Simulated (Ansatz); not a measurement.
Ideal-gas functions of C2H2Te (`C#C[TeH]`) at 800 K and 1 bar, from an Ansatz frequency run at PBE0-D4/def2-TZVP.

Molar mass 153.64 g/mol, point group Cs (symmetry number 1), electronic degeneracy 1, moments of inertia 2.761, 162.775, 165.536 u Å². Harmonic wavenumbers (cm⁻¹, unscaled): 232, 286, 502, 621, 715, 731, 2136, 2153, 3472.

Use S(trans) = R[1.5 ln M + 2.5 ln T − 1.1517]; rotational temperatures θ = 24.2544 K / I; S(rot) = R[ln(√π/σ · √(T³/θAθBθC)) + 1.5]; for each mode x = 1.438777 ν̃/T, S = R[x/(eˣ − 1) − ln(1 − e⁻ˣ)] and H = RT x/(eˣ − 1); 1 cm⁻¹ = 0.0119627 kJ/mol; R = 8.31446 J/(mol·K).

Task: By hand: the entropy, in J/(mol·K).

Result: Translation 192.2. Rotation: θ = 8.7846, 0.149, 0.1465 K, giving 107.5. Vibration, mode by mode: 15.64, 13.93, 9.44, 7.81, 6.77, 6.61, 0.88, 0.86, 0.12, in all 62.1. Electronic 0.0. Sum 361.8 J/(mol·K).

Task: By hand: H − E and G − E in kJ/mol, counted from the electronic energy.

Result: Zero-point energy ½ × 10848 × 0.0119627 = 64.9; thermal vibration 25.8; translation, rotation and pV give 4 RT = 26.6. H − E = 117.3 kJ/mol, and G − E = 117.3 − 800 × 361.8/1000 = -172.1 kJ/mol.

Vibration gives 17 % of the entropy.
